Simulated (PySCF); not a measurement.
AlHBr2, SMILES [Br][AlH][Br]. The structure is a stationary point at B3LYP-D3(BJ)/def2-SVP.

Computed equilibrium geometry at B3LYP-D3(BJ)/def2-SVP (PySCF confirms it by a frequency run) as Cartesian coordinates in Å, and its point group:
point group C2v.
```xyz
4

Al     0.0000     0.0000    -0.9374
H      0.0000     0.0000    -2.5023
Br     0.0000    -1.9394     0.2098
Br     0.0000     1.9394     0.2098
```
Charge 0, spin multiplicity 1.
